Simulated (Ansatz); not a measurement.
## Nudged elastic band run: CH$_{9}$NSi$_{3}$

The input (input.yaml):

```yaml
crystal:
  periodic: [false, false, false]
  atoms:
    - { symbol: Si, position_ang: [-1.659472, 1.416833, 1.291657] }
    - { symbol: Si, position_ang: [-0.171564, 0.837447, -0.442028] }
    - { symbol: "N", position_ang: [-0.410424, -0.768951, -1.102153] }
    - { symbol: C, position_ang: [0.755162, -1.620426, -0.821876] }
    - { symbol: Si, position_ang: [1.824565, -0.281005, 0.079696] }
    - { symbol: H, position_ang: [-1.313145, 2.75028, 1.874661] }
    - { symbol: H, position_ang: [-3.072414, 1.477031, 0.802885] }
    - { symbol: H, position_ang: [-1.590842, 0.393242, 2.378489] }
    - { symbol: H, position_ang: [-0.150064, 1.958161, -1.44081] }
    - { symbol: H, position_ang: [-1.214691, -1.181176, -1.564626] }
    - { symbol: H, position_ang: [1.238846, -2.017635, -1.735433] }
    - { symbol: H, position_ang: [0.523103, -2.485907, -0.17123] }
    - { symbol: H, position_ang: [2.140176, -0.592069, 1.504506] }
    - { symbol: H, position_ang: [3.087864, 0.084774, -0.624938] }
basis:
  gaussian: { orbitals: def2-SVP }
hamiltonian:
  xc: b3lyp
  dispersion: d4
neb:
  order_check: false
  images: 5
  f_tol: 0.05
  max_iterations: 60
  initial_path: linear
  final_atoms:
    - { symbol: Si, position_ang: [-1.62536097, 1.44063551, 1.32666609] }
    - { symbol: Si, position_ang: [-0.0607901, 0.88474539, -0.3455052] }
    - { symbol: "N", position_ang: [-0.39910651, -0.61530152, -1.1870684] }
    - { symbol: C, position_ang: [0.6763042, -1.59130256, -0.95689441] }
    - { symbol: Si, position_ang: [1.77915306, -0.47530825, 0.17973825] }
    - { symbol: H, position_ang: [-2.983581, 1.67120566, 0.74349209] }
    - { symbol: H, position_ang: [-1.73180703, 0.32425412, 2.31431031] }
    - { symbol: H, position_ang: [-1.21744942, 2.68118102, 2.05559012] }
    - { symbol: H, position_ang: [0.14989393, 2.09237144, -1.21347423] }
    - { symbol: H, position_ang: [-1.19403299, -0.88981975, -1.75651239] }
    - { symbol: H, position_ang: [1.19491796, -1.90239383, -1.88466255] }
    - { symbol: H, position_ang: [0.3332938, -2.51287292, -0.4481957] }
    - { symbol: H, position_ang: [1.93774746, -0.97803585, 1.57564871] }
    - { symbol: H, position_ang: [3.1279176, -0.15875947, -0.37433269] }
```

Launched with:

```bash
$ ansatz run input.yaml --threads 2 --pin off --max-ram 3072MiB --backend cpu --events-out ev --progress --plain --runs-dir out
```

Output, in part (warnings, iteration lines, the closing report on the highest movable image, with atoms numbered from 0):

```
NEB end point (image 0): max|allowed force component| = 1.191e-2 eV/Å (the criterion of neb.relax_end_points is 1.000e-2)
NEB end point (image 6): max|allowed force component| = 8.549e-3 eV/Å (the criterion of neb.relax_end_points is 1.000e-2)
NEB iter   1: max|band force component| = 4.302e1 eV/Å  barrier→ = 21.0163 eV  barrier← = 21.0163 eV  Δτ_max = 0.2000 Å  (180 SCF iters)
NEB iter   2: max|band force component| = 1.289e1 eV/Å  barrier→ = 5.8273 eV  barrier← = 5.8273 eV  Δτ_max = 0.1985 Å  (140 SCF iters)
NEB iter   3: max|band force component| = 6.756e0 eV/Å  barrier→ = 2.3472 eV  barrier← = 2.3472 eV  Δτ_max = 0.1991 Å  (134 SCF iters)
NEB iter   4: max|band force component| = 2.418e0 eV/Å  barrier→ = 0.5444 eV  barrier← = 0.5444 eV  Δτ_max = 0.2000 Å  (135 SCF iters)
NEB iter   5: max|band force component| = 6.541e-1 eV/Å  barrier→ = 0.1115 eV  barrier← = 0.1115 eV  Δτ_max = 0.0875 Å  (131 SCF iters)
NEB iter   6: max|band force component| = 1.488e-1 eV/Å  barrier→ = 0.0497 eV  barrier← = 0.0497 eV  CI = image 3  Δτ_max = 0.0151 Å  (121 SCF iters)
NEB iter   7: max|band force component| = 5.205e-2 eV/Å  barrier→ = 0.0474 eV  barrier← = 0.0474 eV  CI = image 3  Δτ_max = 0.0205 Å  (113 SCF iters)
NEB iter   8: max|band force component| = 2.330e-2 eV/Å  barrier→ = 0.0466 eV  barrier← = 0.0466 eV  CI = image 3  Δτ_max = 0.0000 Å  (249 SCF iters)
Total energy: -26298.93058864 eV, -966.4678730772 hartree
Atom 0 at    -1.449907     1.484963     1.455525 Å, force    -0.014586    -0.001204     0.023330 eV/Å
Atom 1 at     0.007732     0.919730    -0.326646 Å, force    -0.001046    -0.008053     0.000405 eV/Å
Atom 2 at    -0.455343    -0.490254    -1.260784 Å, force     0.008965    -0.015596     0.015564 eV/Å
Atom 3 at     0.499172    -1.588282    -1.043653 Å, force    -0.008153     0.007267     0.002955 eV/Å
Atom 4 at     1.735487    -0.614772     0.085059 Å, force     0.002205     0.003048     0.000713 eV/Å
Atom 5 at    -1.953066     2.891779     1.375063 Å, force     0.001756    -0.010569    -0.003523 eV/Å
Atom 6 at    -2.628803     0.562404     1.448001 Å, force     0.017132     0.013393    -0.002172 eV/Å
Atom 7 at    -0.752915     1.324200     2.770453 Å, force    -0.011839     0.002866    -0.014733 eV/Å
Atom 8 at     0.282505     2.159976    -1.124883 Å, force     0.003509    -0.000035    -0.007468 eV/Å
Atom 9 at    -1.299879    -0.682219    -1.791161 Å, force    -0.005950     0.011423    -0.002021 eV/Å
Atom 10 at     0.959049    -1.959404    -1.979690 Å, force     0.004195     0.000800    -0.001885 eV/Å
Atom 11 at     0.058051    -2.462506    -0.525835 Å, force     0.001191    -0.000365    -0.006763 eV/Å
Atom 12 at     1.898771    -1.177350     1.457831 Å, force     0.003199    -0.002423    -0.002908 eV/Å
Atom 13 at     3.086246    -0.397666    -0.510482 Å, force    -0.000580    -0.000552    -0.001495 eV/Å
Dipole moment:    -0.024115    -0.169837    -0.144282 e Å
```

The run converged. Another band between the same ends (5 images) ends at a top of the same energy, where a vibrational analysis finds 1 clearly imaginary mode.

Final band (atoms are numbered from 1 in the order of the input):

```csv
image,path coordinate (Å),energy (eV),dihedral H6–Si1–Si2–Si5 (°)
0,0.00,0.000,88
1,0.79,0.010,108
2,1.58,0.034,128
3,2.37,0.047,148
4,3.16,0.034,168
5,3.96,0.011,-172
6,4.75,0.000,-151
```

The run took 2.7 min on 2 threads of Arm Neoverse V2 (shared host), peak memory 0.32 GiB.
